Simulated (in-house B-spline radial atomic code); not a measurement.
A fraction x of an electron is moved 3d → 4f in Sn2+, starting from [Kr] 4d10 5s2 and keeping the highest spin. Computed with a radial B-spline atomic code at the basis-set limit: scalar-relativistic (X2C) r2SCAN, spin-polarised, spherical fractional occupations, Fermi nucleus of rms radius 4.6519 fm.

```tsv
x	E(x) - E(0) (eV)	3d down level (eV)	4f up level (eV)
0	0.0000	-494.474	-
0.125	61.5721	-499.217	-4.640
0.25	123.6623	-503.915	-5.028
0.375	?	?	?
0.5	249.4787	-513.228	-5.574
0.625	?	?	?
0.75	377.4877	-522.414	-6.008
0.875	442.3100	-526.946	-6.202
1	507.6724	-531.431	-6.384
```

Task: What belongs in the row x = 0.375?

Result: An energy change of 186.2964 eV; 3d down at -508.586 eV, 4f up at -5.323 eV.

Task: What belongs in the row x = 0.625?

Result: An energy change of 313.2096 eV; 3d down at -517.839 eV, 4f up at -5.800 eV.

Task: Check Janak's theorem between x = 0.125 and 0.25.

Result: The slope of the energy is 496.72 eV; the orbital levels give 496.73 eV (ε of the receiving orbital less ε of the emptying one, averaged over the two points).
